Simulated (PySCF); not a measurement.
Electron correlation in Zn²⁺ (zinc, charge +2)

[Ar] 3d10, closed-shell 1S. Calculation: PySCF 2.14, in aug-cc-pVDZ-DK; the spin-free X2C one-electron Hamiltonian (Gaussian nucleus). Frozen: [Ar]; 10 electrons correlated.

```csv
level,correlation energy (mhartree)
CCSD,-345.01
(T),-5.66
CCSD(T),-350.67
```

Diagnostics: T1 = 0.0081, D1 = 0.0115, largest double amplitude 0.018.

Cost of the coupled-cluster step: roughly 0.7 core-seconds, for 10 correlated electrons.
